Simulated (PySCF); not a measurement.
H₃P, triplet, at a GFN2-xTB geometry (a higher spin typed on purpose: for a closed-shell molecule this is an excited state), with bond 3-1 at 1.6 times its length; M062X/def2-SVP (PySCF).

PySCF was given this input:
```python
from pyscf import gto, scf, dft

mol = gto.Mole()
mol.atom = '''
    P    -0.07861749    0.00883529    0.01794305
    H     0.12409487    1.50239459    0.00732037
    H     2.07350453   -0.23302721   -0.47324058
    H    -0.21129129   -1.49259517    0.01258066
'''
mol.basis = 'def2-svp'
mol.spin = 2
mol.verbose = 4
mol.build()

mf = dft.UKS(mol)
mf.xc = 'm062x'
mf.DIIS = scf.EDIIS
mf.kernel()
mf.analyze()
```

It wrote (shortened):

```
PySCF version 2.14.0

[INPUT] verbose = 4
[INPUT] num. atoms = 4
[INPUT] num. electrons = 18
[INPUT] charge = 0
[INPUT] spin (= nelec alpha-beta = 2S) = 2
[INPUT] symmetry False subgroup None
[INPUT] Mole.unit = angstrom
[INPUT] Symbol           X                Y                Z      unit          X                Y                Z       unit  Magmom
[...]
nuclear repulsion = 14.6811840641058
number of shells = 17
number of NR pGTOs = 57
number of NR cGTOs = 33
basis = def2-svp
ecp = {}

******** <class 'pyscf.dft.uks.UKS'> ********
method = UKS
initial guess = minao
damping factor = 0
level_shift factor = 0
DIIS = <class 'pyscf.scf.diis.EDIIS'>
diis_start_cycle = 1
diis_space = 8
diis_damp = 0
SCF conv_tol = 1e-09
SCF conv_tol_grad = None
SCF max_cycles = 50
direct_scf = True
direct_scf_tol = 1e-13
number electrons alpha = 10  beta = 8
XC library pyscf.dft.libxc version 7.1.2
    S. Lehtola, C. Steigemann, M. J. T. Oliveira, and M. A. L. Marques,  SoftwareX 7, 1–5 (2018)
XC functionals = m062x
    Y. Zhao and D. G. Truhlar,  Theor. Chem. Acc. 120, 215 (2008)
    Y. Zhao and D. G. Truhlar,  Theor. Chem. Acc. 120, 215 (2008)
radial grids:
    Treutler-Ahlrichs [JCP 102, 346 (1995); DOI:10.1063/1.469408] (M4) radial grids

becke partition: Becke, JCP 88, 2547 (1988); DOI:10.1063/1.454033
pruning grids: <function nwchem_prune>
grids dens level: 3
symmetrized grids: False
atomic radii adjust function: <function treutler_atomic_radii_adjust>
small_rho_cutoff = 0
Set gradient conv threshold to 3.16228e-05
tot grids = 48608
init E= -342.531658722973

cycle= 1 E= -342.774963231753  delta_E= -0.243  |g|= 0.0894  |ddm|= 1.55
cycle= 2 E= -342.782541971426  delta_E= -0.00758  |g|= 0.0432  |ddm|= 0.255
cycle= 3 E= -342.783829302961  delta_E= -0.00129  |g|= 0.0342  |ddm|= 0.125
cycle= 4 E= -342.785057979627  delta_E= -0.00123  |g|= 0.00753  |ddm|= 0.0692
cycle= 5 E= -342.785057979628  delta_E= -9.66e-13  |g|= 0.00753  |ddm|= 6.89e-09
cycle= 6 E= -342.785057979628  delta_E= 2.27e-13  |g|= 0.00753  |ddm|= 1.34e-08
cycle= 7 E= -342.785311684853  delta_E= -0.000254  |g|= 0.0073  |ddm|= 0.0364
cycle= 8 E= -342.785311684723  delta_E= 1.29e-10  |g|= 0.0073  |ddm|= 1.74e-08
cycle= 9 E= -342.785311684576  delta_E= 1.47e-10  |g|= 0.0073  |ddm|= 1.97e-08
cycle= 10 E= -342.785544917585  delta_E= -0.000233  |g|= 0.00692  |ddm|= 0.0345
cycle= 11 E= -342.785715035916  delta_E= -0.00017  |g|= 0.00584  |ddm|= 0.0284
cycle= 12 E= -342.785891412748  delta_E= -0.000176  |g|= 0.00557  |ddm|= 0.0275
cycle= 13 E= -342.785799555578  delta_E= 9.19e-05  |g|= 0.00542  |ddm|= 0.0154
cycle= 14 E= -342.786047053245  delta_E= -0.000247  |g|= 0.00521  |ddm|= 0.0407
cycle= 15 E= -342.786047053246  delta_E= -3.41e-13  |g|= 0.00521  |ddm|= 2.49e-13
cycle= 16 E= -342.786184529411  delta_E= -0.000137  |g|= 0.00493  |ddm|= 0.0234
cycle= 17 E= -342.786184529411  delta_E= -1.14e-13  |g|= 0.00493  |ddm|= 8.1e-14
cycle= 18 E= -342.786184529411  delta_E= 2.84e-13  |g|= 0.00493  |ddm|= 7.39e-14
cycle= 19 E= -342.786306182976  delta_E= -0.000122  |g|= 0.00462  |ddm|= 0.0238
cycle= 20 E= -342.786306182976  delta_E= 2.27e-13  |g|= 0.00462  |ddm|= 1.63e-12
cycle= 21 E= -342.786306182975  delta_E= 3.98e-13  |g|= 0.00462  |ddm|= 1.64e-12
cycle= 22 E= -342.786413318204  delta_E= -0.000107  |g|= 0.00433  |ddm|= 0.0203
cycle= 23 E= -342.786413318204  delta_E= -2.27e-13  |g|= 0.00433  |ddm|= 2.66e-12
cycle= 24 E= -342.786413318204  delta_E= 2.84e-13  |g|= 0.00433  |ddm|= 2.6e-12
cycle= 25 E= -342.786507472335  delta_E= -9.42e-05  |g|= 0.00406  |ddm|= 0.0207
cycle= 26 E= -342.786507472335  delta_E= 1.14e-13  |g|= 0.00406  |ddm|= 1.11e-13
cycle= 27 E= -342.786507472335  delta_E=    0  |g|= 0.00406  |ddm|= 1.14e-13
cycle= 28 E= -342.78658962829  delta_E= -8.22e-05  |g|= 0.00377  |ddm|= 0.0177
cycle= 29 E= -342.78658962829  delta_E= 1.71e-13  |g|= 0.00377  |ddm|= 4.54e-13
cycle= 30 E= -342.786589628289  delta_E= 7.96e-13  |g|= 0.00377  |ddm|= 1.25e-12
[...]
cycle= 34 E= -342.786722515707  delta_E= -6.15e-05  |g|= 0.00323  |ddm|= 0.0153
cycle= 35 E= -342.786722515706  delta_E= 8.53e-13  |g|= 0.00323  |ddm|= 3.52e-11
cycle= 36 E= -342.786722515706  delta_E= -2.27e-13  |g|= 0.00323  |ddm|= 3.25e-11
cycle= 37 E= -342.786775223655  delta_E= -5.27e-05  |g|= 0.003  |ddm|= 0.0153
cycle= 38 E= -342.786775223655  delta_E= 7.39e-13  |g|= 0.003  |ddm|= 5.99e-12
cycle= 39 E= -342.786775223656  delta_E= -1.02e-12  |g|= 0.003  |ddm|= 4.56e-12
cycle= 40 E= -342.786820006761  delta_E= -4.48e-05  |g|= 0.00273  |ddm|= 0.013
cycle= 41 E= -342.786820006761  delta_E=    0  |g|= 0.00273  |ddm|= 7.01e-13
cycle= 42 E= -342.78682000676  delta_E= 1.71e-13  |g|= 0.00273  |ddm|= 1.1e-12
cycle= 43 E= -342.786857829004  delta_E= -3.78e-05  |g|= 0.00252  |ddm|= 0.0129
cycle= 44 E= -342.786857829004  delta_E= -3.41e-13  |g|= 0.00252  |ddm|= 3.84e-11
cycle= 45 E= -342.786857829004  delta_E= -1.71e-13  |g|= 0.00252  |ddm|= 3.47e-11
cycle= 46 E= -342.786889510921  delta_E= -3.17e-05  |g|= 0.00227  |ddm|= 0.0109
cycle= 47 E= -342.786889510921  delta_E= 4.55e-13  |g|= 0.00227  |ddm|= 2.66e-13
cycle= 48 E= -342.786889510921  delta_E= -5.68e-13  |g|= 0.00227  |ddm|= 4.01e-13
cycle= 49 E= -342.786915892077  delta_E= -2.64e-05  |g|= 0.00208  |ddm|= 0.0107
cycle= 50 E= -342.786915892076  delta_E= 3.98e-13  |g|= 0.00208  |ddm|= 5.5e-13
SCF not converged.
SCF energy = -342.786915892076 after 50 cycles  <S^2> = 2.0873905  2S+1 = 3.0577054
**** SCF Summaries ****
Total Energy =                        -342.786915892076479
Nuclear Repulsion Energy =              14.681184064105796
One-electron Energy =                 -501.860844573868974
Two-electron Energy =                  144.392744617686674
Two-electron Coulomb Energy =          168.522485082128753
DFT Exchange-Correlation Energy =      -24.129740464442094
**** MO energy ****
                             alpha | beta                alpha | beta
[...]
To work with the spin densities directly, `use mulliken_meta_spin()` only printing them here.

 ** Mulliken spin pop alpha/beta on meta-lowdin orthogonal AOs **
 ** Mulliken Spin Density (per AO)  **
spin_pop of  0 P 1s        0.00002
spin_pop of  0 P 2s        0.00236
spin_pop of  0 P 3s        0.19126
spin_pop of  0 P 4s        0.01109
spin_pop of  0 P 2px       0.00004
spin_pop of  0 P 2py      -0.00000
spin_pop of  0 P 2pz       0.00008
spin_pop of  0 P 3px       0.44633
spin_pop of  0 P 3py      -0.04470
spin_pop of  0 P 3pz       0.97146
spin_pop of  0 P 4px      -0.00011
spin_pop of  0 P 4py       0.00131
spin_pop of  0 P 4pz       0.00001
spin_pop of  0 P 3dxy      0.00064
spin_pop of  0 P 3dyz     -0.00000
spin_pop of  0 P 3dz^2     0.00237
spin_pop of  0 P 3dxz     -0.00016
spin_pop of  0 P 3dx2-y2    0.01233
spin_pop of  1 H 1s        0.31552
spin_pop of  1 H 2s        0.00557
spin_pop of  1 H 2px       0.00001
spin_pop of  1 H 2py       0.00015
spin_pop of  1 H 2pz       0.00014
spin_pop of  2 H 1s       -0.23647
spin_pop of  2 H 2s       -0.00082
spin_pop of  2 H 2px       0.00021
spin_pop of  2 H 2py       0.00001
spin_pop of  2 H 2pz       0.00002
spin_pop of  3 H 1s        0.31548
spin_pop of  3 H 2s        0.00556
spin_pop of  3 H 2px       0.00008
spin_pop of  3 H 2py       0.00007
spin_pop of  3 H 2pz       0.00014
 ** Mulliken Spin Density (per atom)  **
spin density of  0 P =      1.59432
spin density of  1 H =      0.32138
spin density of  2 H =     -0.23705
spin density of  3 H =      0.32134
 ** Mulliken pop alpha/beta on meta-lowdin orthogonal AOs **
 ** Mulliken pop       alpha | beta **
[...]
In total            10.00000 | 8.00000
 ** Mulliken atomic charges   ( Nelec_alpha | Nelec_beta ) **
charge of  0P =      0.14895  (     8.22269      6.62836 )
charge of  1H =     -0.03138  (     0.67638      0.35500 )
charge of  2H =     -0.08621  (     0.42458      0.66163 )
charge of  3H =     -0.03135  (     0.67635      0.35501 )
Dipole moment(X, Y, Z, Debye): -0.77962,  0.08737,  0.17794
```

The run did not converge; its last values are not results.
